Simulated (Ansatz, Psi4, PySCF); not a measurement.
ethylenediamine (C₂H₈N₂), singlet, at a GFN2-xTB geometry. Base run: MP2/STO-3G (PySCF).

PySCF was given this input:
```python
from pyscf import gto, scf, mp

mol = gto.M(
    atom='''
N     1.803892    0.386268   -0.224428
C     0.556944    0.177002    0.492213
C    -0.554922   -0.184469   -0.491756
N    -1.759348   -0.550724    0.234509
H     2.552318    0.599947    0.425329
H     1.714755    1.170961   -0.862384
H     0.238868    1.053641    1.084956
H     0.696963   -0.659102    1.180802
H    -0.234142   -1.049638   -1.076059
H    -0.702784    0.659142   -1.189946
H    -2.493257   -0.818000   -0.411963
H    -2.096663    0.239043    0.775954
''',
    basis='sto-3g',
    charge=0,
    spin=0,
    verbose=4,
)

mf = scf.RHF(mol)
mf.kernel()

pt = mp.MP2(mf)
pt.kernel()
print('E(MP2) = %.10f' % pt.e_tot)
```

The same geometry, method and basis name were run in Ansatz (a first-principles code) and Psi4 and PySCF, at each program's defaults and at the settings that a row names. The base is PySCF at its defaults. Differences at the defaults can come from grids, fitting, cores and function types together.

```csv
code and settings,ΔE vs base (mEh),basis functions,E (Eh),SCF cycles
"PySCF, defaults (exact integrals, spherical functions, all electrons correlated)",0.000,28,-187.11011,8
"Psi4, defaults (density fitting with its default set, spherical functions, all electrons correlated)",(withheld),28,(withheld),9
"Ansatz, defaults (factorised integrals, spherical functions, frozen core)",1.451,28,-187.10866,-
"PySCF, frozen core",1.431,28,-187.10868,8
"Psi4, exact integrals, spherical functions, frozen core",1.430,28,-187.10868,9
"Ansatz, high accuracy, frozen core",1.430,28,-187.10868,-
```

What belongs in the gaps?


- Psi4, defaults (density fitting with its default set, spherical functions, all electrons correlated), ΔE vs base (mEh): -0.447
- Psi4, defaults (density fitting with its default set, spherical functions, all electrons correlated), E (Eh): -187.11056
